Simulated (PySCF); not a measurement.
# C₆ coefficients of unlike pairs at PBE0

Calculated with PySCF 2.14 from the dipole response of each species, C₆(A,B) = (3/π) ∫ α_A(iu) α_B(iu) du, in atomic units, from isotropic polarisabilities. For ions this is the dispersion term alone; charge-induced terms of lower order in 1/R come first.

```csv
species,configuration,basis,relativity,α (bohr³),C₆ (like pair)
Si⁺,[Ne] 3s2 3p1 (2P),dyall-acv3z (19s12p6d4f),none,19.09,101.1
Ti³⁺,[Ar] 3d1 (2D),aug-cc-pVDZ (7s6p4d2f),none,2.051,4.969
I,[Kr] 4d10 5s2 5p5 (2P),aug-cc-pwCVTZ-DK3 (10s9p7d4f1g),spin-free X2C,32.87,359.0
Hg,[Xe] 4f14 5d10 6s2 (1S),"aug-cc-pVTZ-PP with one added diffuse shell each of s, p, d, f, g type with ECP60MDF (7s7p6d4f3g)",core potential,36.93,361.8
```

Task: Estimate C₆ for I with Ti³⁺.

Result: The integral gives 36.32. The combination rule 2 C_A C_B / (C_A α_B/α_A + C_B α_A/α_B) gives 34.96 and the geometric mean 42.23.

No spin-orbit coupling is included.

The other pairs:

```json
{"pair": "Hg, Si⁺", "C₆": "189.9"}
{"pair": "Hg, Ti³⁺", "C₆": "36.14"}
{"pair": "I, Si⁺", "C₆": "189.2"}
{"pair": "Hg, I", "C₆": "359.1"}
{"pair": "Ti³⁺, Si⁺", "C₆": "17.85"}
```
